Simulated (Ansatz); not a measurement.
trans-NiH2(AsH3)2 (NiAs₂H₈), relaxed as a singlet with RKS PBE0-D4/def2-SVP in Ansatz, starting from the GFN2-xTB geometry. Force threshold 0.02 eV/Å.

Start:

| atom | x (Å) | y (Å) | z (Å) |
| --- | --- | --- | --- |
| Ni1 | 0.0148 | 0.0063 | -0.0140 |
| H2 | 1.0904 | 0.5286 | -0.9227 |
| As3 | -1.5373 | 0.4756 | -1.5372 |
| H4 | -2.9315 | 0.8835 | -1.2397 |
| H5 | -1.9460 | -0.6534 | -2.3994 |
| H6 | -1.4070 | 1.4222 | -2.6734 |
| H7 | -1.0609 | -0.5220 | 0.9007 |
| As8 | 1.5465 | -0.4735 | 1.5271 |
| H9 | 1.4441 | -1.5388 | 2.5546 |
| H10 | 1.7975 | 0.5927 | 2.5196 |
| H11 | 2.9893 | -0.7212 | 1.2844 |

(1) Estimate the energy that the relaxation releases and the steps that it takes.

(2) Does the start keep its bonding?

(3) Predict the relaxed structure.

Results:

(1) 0.14 eV, in 14 steps; 42 s on 4 threads of Arm Neoverse V1 on a shared host. The force fell under the threshold at step 4, but the optimiser went on and released 0.013 eV more. No frequencies were taken in this run, so the end may be a saddle point.

(2) By distances, no bond broke or formed. The bond that changes most is As8–H10, from 1.48 to 1.51 Å (atoms count from 1).

(3) 
```xyz
11

Ni    0.018   -0.017   -0.022
H     1.079    0.871   -0.631
As   -1.493    0.426   -1.553
H    -2.790    1.051   -1.086
H    -2.113   -0.738   -2.294
H    -1.293    1.320   -2.764
H    -1.049   -0.894    0.595
As    1.501   -0.441    1.540
H     1.343   -1.466    2.648
H     1.891    0.720    2.430
H     2.906   -0.832    1.137
```
Bond lengths: 2 × As–Ni 2.20 Å; 6 × As–H 1.51 to 1.52 Å; 2 × H–Ni 1.51 Å.
